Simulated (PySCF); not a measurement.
CH6ClFSi3, SMILES F[Si@]1(Cl)C[SiH2][SiH2]1.

Coordinates come from a PBE-D3(BJ)/def2-SVP optimisation. The structure was generated by enumeration; whether it is a known compound was not checked.

Level of theory: PBE-D3(BJ)/def2-SVP run with PySCF 2.14.0.

Frequencies are harmonic and unscaled.

| mode | ν (cm⁻¹) | IR (km/mol) | moving atoms (share of kinetic energy) |
|---|---|---|---|
| 1 | 48 | 0.6 | Si 37 %, H 22 %, F 16 %, Cl 15 %, C 10 % |
| 2 | 105 | 0.2 | Si 34 %, Cl 25 %, F 23 %, H 17 % |
| 3 | 165 | 2.1 | H 29 %, Si 25 %, C 19 %, F 15 %, Cl 13 % |
| 4 | 185 | 5.3 | F 41 %, Si 27 %, Cl 22 % |
| 5 | 225 | 6.5 | Si 36 %, F 33 %, H 18 %, C 10 % |
| 6 | 271 | 6.5 | H 49 %, Si 25 %, Cl 13 %, F 10 % |
| 7 | 318 | 3.3 | H 40 %, Si 26 %, Cl 22 %, F 9 % |
| 8 | 376 | 1.4 | Si 58 %, H 32 % |
| 9 | 406 | 1.0 | H 63 %, Si 35 % |
| 10 | 430 | 7.0 | Si 74 %, H 11 %, Cl 8 % |
| 11 | 511 | 1.3 | H 86 % |
| 12 | 539 | 109.9 | H 44 %, Si 35 %, Cl 11 %, C 9 % |
| 13 | 594 | 6.3 | H 73 %, Si 18 % |
| 14 | 613 | 28.4 | H 48 %, Si 36 % |
| 15 | 646 | 103.6 | C 39 %, Si 32 %, H 28 % |
| 16 | 652 | 13.8 | H 60 %, C 25 %, Si 13 % |
| 17 | 683 | 4.6 | H 70 %, C 20 % |
| 18 | 765 | 187.1 | H 52 %, C 25 %, Si 22 % |
| 19 | 854 | 106.5 | F 40 %, Si 31 %, H 27 % |
| 20 | 865 | 39.2 | H 87 % |
| 21 | 887 | 80.0 | H 94 % |
| 22 | 919 | 7.9 | H 78 %, Si 14 % |
| 23 | 954 | 74.4 | H 65 %, C 31 % |
| 24 | 1303 | 12.3 | H 91 %, C 9 % |
| 25 | 2150 | 60.0 | H 98 % |
| 26 | 2156 | 84.6 | H 98 % |
| 27 | 2171 | 35.8 | H 96 % |
| 28 | 2179 | 98.9 | H 96 % |
| 29 | 2999 | 0.5 | H 95 % |
| 30 | 3077 | 0.5 | H 91 %, C 9 % |
